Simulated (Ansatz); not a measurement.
**BH2I (SMILES [H]B([H])I): methods side by side**

BH2I: 4 atoms, total charge 0, spin state singlet. As SMILES, `[H]B([H])I`. The coordinates come from a GFN2-xTB relaxation.

```tsv
atom	x (Å)	y (Å)	z (Å)
B	0.1203	0.2004	0.0092
H	1.2856	0.1646	0.0405
H	-0.4568	1.2139	0.0077
I	-0.9490	-1.5789	-0.0574
```

Quantity: the vertical electron affinity (to the doublet anion), in eV. The values are calculated.

The electron affinity is E(neutral) − E(anion): positive where the electron is bound.

```json
{"level": "PBE/STO-3G", "kind": "GGA", "program": "Ansatz", "value (eV)": "-3.76", "CPU time (all runs)": "4.1 s"}
{"level": "CAM-B3LYP/STO-3G", "kind": "range-separated hybrid", "program": "Ansatz", "value (eV)": "-3.62", "CPU time (all runs)": "5 s"}
{"level": "wB97X/STO-3G", "kind": "range-separated hybrid", "program": "Ansatz", "value (eV)": "-3.62", "CPU time (all runs)": "21 s"}
{"level": "B2PLYP/STO-3G", "kind": "double hybrid", "program": "Ansatz", "value (eV)": "-4.06", "CPU time (all runs)": "5.6 s"}
{"level": "BCCD(T)/STO-3G", "kind": "coupled cluster or CI", "program": "Ansatz", "value (eV)": "-4.66", "CPU time (all runs)": "1.2 s"}
{"level": "CCSD(T)/STO-3G", "kind": "coupled cluster or CI", "program": "Ansatz", "value (eV)": "-4.66", "CPU time (all runs)": "1.1 s"}
{"level": "CCSD/STO-3G", "kind": "coupled cluster or CI", "program": "Ansatz", "value (eV)": "?", "CPU time (all runs)": "1.1 s"}
{"level": "CCSDT/STO-3G", "kind": "coupled cluster or CI", "program": "Ansatz", "value (eV)": "-4.67", "CPU time (all runs)": "2.2 s"}
{"level": "FCI/STO-3G", "kind": "exact in the basis", "program": "Ansatz", "value (eV)": "-4.67", "CPU time (all runs)": "9.4 s"}
```

(1) Estimate what the levels marked ? give.

Answers

(1) As computed at these levels: CCSD/STO-3G: -4.63 eV. All-electron rows without a relativistic Hamiltonian named are non-relativistic. Spin-orbit coupling, which can split open shells on such heavy atoms by tenths of an eV, is left out. The values span -4.67 to -3.62 eV. All rows use very small basis sets, so even the best lies far from the true value. In the correlated wave-function rows the outer d shell of I is correlated, in sets not made for it. Negative values mean that the anion is unbound at that level; they are set by how diffuse the basis is and aren't properties of the molecule. CPU times are rough (shared hosts, several kinds of processor): they show what a rung costs within a factor of a few.
